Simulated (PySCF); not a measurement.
PySCF 2.14 output of an unrestricted wB97X calculation on a single atom or ion in aug-cc-pVQZ (6s5p4d3f2g, 80 functions), with no relativity, point nucleus:

```
SCF conv_tol = 1e-09
number electrons alpha = 3  beta = 1
    J.-D. Chai and M. Head-Gordon.,  J. Chem. Phys. 128, 084106 (2008)
cycle= 1 E= -35.991277157039  delta_E= -0.000689  |g|= 0.00643  |ddm|= 0.171
cycle= 2 E= -35.9912855484775  delta_E= -8.39e-06  |g|= 0.000724  |ddm|= 0.00625
cycle= 3 E= -35.9912857393219  delta_E= -1.91e-07  |g|= 8.52e-05  |ddm|= 0.00101
cycle= 4 E= -35.991285742257  delta_E= -2.94e-09  |g|= 7.38e-06  |ddm|= 0.000137
cycle= 5 E= -35.9912857422828  delta_E= -2.58e-11  |g|= 3.7e-07  |ddm|= 1.11e-05
converged SCF energy = -35.9912857422828  <S^2> = 2.0000983  2S+1 = 3.0000655
```

The run itself started from symmetry-adapted Hartree-Fock orbitals and held the occupation by maximum overlap, on a logarithmic radial grid, so the iterations belong to that start.

Problem. Which element, charge and spin multiplicity is this?

Solution. C²⁺ (carbon, charge +2), multiplicity 3; the state was [He] 2p2, high-spin 3P determinant (an excited configuration).
